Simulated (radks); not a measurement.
Coulomb parameter of the 4d shell of the cadmium ion Cd+ in the model configuration [Kr] 4d9.5 5s1.5, as a second difference U = [E(n + 0.25) + E(n - 0.25) - 2 E(n)] / (0.25)^2 with all orbitals relaxed. "Bare": the charge of the atom changes with n. "Screened": the 5s shell takes up the change at fixed total charge, which measures U(4d,4d) + U(5s,5s) - 2 U(4d,5s). All-electron calculation, scalar-relativistic Kohn-Sham, r2SCAN, spin-unpolarised, spherical densities, finite nucleus; meta-GGA in the generalised Kohn-Sham scheme; Fermi nuclear charge, rms radius 4.6087 fm. Program: a radial shooting solver on a logarithmic mesh with Libxc functionals.

case                 configuration  E - E(n) (eV)
start             [Kr] 4d9.5 5s1.5          0.000
bare +0.25       [Kr] 4d9.75 5s1.5         -5.331
bare -0.25       [Kr] 4d9.25 5s1.5          6.186
screened +0.25  [Kr] 4d9.75 5s1.25         -2.221
screened -0.25  [Kr] 4d9.25 5s1.75          2.363

U(bare) = 13.682 eV, U(screened by 5s) = 2.270 eV, against the Slater integral F0(4d,4d) = 19.863 eV with frozen orbitals.
